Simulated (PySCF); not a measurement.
Al(OSiH3)2 (AlH6O2Si2), SMILES [SiH3][O][Al+][O][SiH3], charge +1.

Coordinates come from a PBE0-D3(BJ)/def2-SVP optimisation. The spin state was assumed, not searched. The isomer is the one that the SMILES or the coordinates give; other isomers of the formula were not compared. One conformer was computed; it need not be the lowest.

Computed with IEF-PCM-PBE0/def2-SVP (PySCF 2.14.0).

The values are the electrostatic part of the solvation free energy, E(continuum) − E(gas) at the gas-phase geometry, in a cavity of scaled van der Waals radii (PySCF's table); cavitation and dispersion terms are not included. A continuum can't describe solvent molecules that bind to the metal. In vacuum the orbital gap is 5.66 eV.

Computed values in water (ε = 78.36), 1-octanol (ε = 9.86), N,N-dimethylformamide (ε = 37.22):
| solvent | ε | ΔG(elec) (kcal/mol) | gap (eV) |
|---|---|---|---|
| water | 78.36 | -60.6 | 6.79 |
| 1-octanol | 9.86 | -54.5 | 6.65 |
| N,N-dimethylformamide | 37.22 | -59.6 | 6.77 |
